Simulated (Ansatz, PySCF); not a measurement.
Species: C2H3O, net charge 0, doublet state. It need not be the lowest isomer of its formula. 
Coordinates optimised at B3LYP-D3(BJ)/def2-TZVP (Ansatz, a first-principles code):
```
C
C 1 1.3082
O 1 1.3646 2 127.23
H 3 0.9666 1 108.70 2 0.00
H 2 1.0734 1 139.36 3 180.00
H 1 1.0889 2 122.02 5 0.00
```
Charge 0, spin multiplicity 2.

Wanted: atomisation energy (electronic, to ground-state atoms), in kcal/mol. Cores are frozen in the correlated levels unless marked. Open shells are spin-unrestricted. No spin-orbit coupling. Non-relativistic. The coupled-cluster limit lacks core correlation, which all-electron functionals hold. CBS(X,Y): correlation extrapolated as X^-3; Hartree-Fock from the larger set. [CCSD(T)-MP2]/basis is that difference in the basis named.

The UHF reference is spin-contaminated (<S^2> 0.16 over the pure value in the largest basis). 

```
level                                                     program  atomisation energy (kcal/mol)
-------------------------------------------------  --------------  -----------------------------
PBE-D3(BJ)/def2-TZVPD                              Ansatz + dftd3                          569.7
revPBE-D4/def2-TZVPD                               Ansatz + dftd4                          552.5
M06-L-D4/def2-TZVPD                                 PySCF + dftd4                          546.8
B3LYP-D4/def2-TZVPD                                Ansatz + dftd4                            [?]
PBE0-D4/def2-TZVPD                                 Ansatz + dftd4                          552.5
PBE0/def2-TZVPD                                            Ansatz                          551.3
r2SCAN0/def2-TZVPD                                         Ansatz                          539.5
CAM-B3LYP-D3(BJ)/def2-TZVPD                        Ansatz + dftd3                          550.3
PBE-QIDH/def2-TZVPD                                        Ansatz                            [?]
CCSD/STO-3G                                                Ansatz                          498.2
RI-MP2/CBS(cc-pVTZ,cc-pVQZ)+[CCSD(T)-MP2]/cc-pVTZ          Ansatz                            [?]
```

**Question.** What belongs in the gaps?

**Answer.** 
- B3LYP-D4/def2-TZVPD, atomisation energy (kcal/mol): 548.7
- PBE-QIDH/def2-TZVPD, atomisation energy (kcal/mol): 541.5
- RI-MP2/CBS(cc-pVTZ,cc-pVQZ)+[CCSD(T)-MP2]/cc-pVTZ, atomisation energy (kcal/mol): 546.0
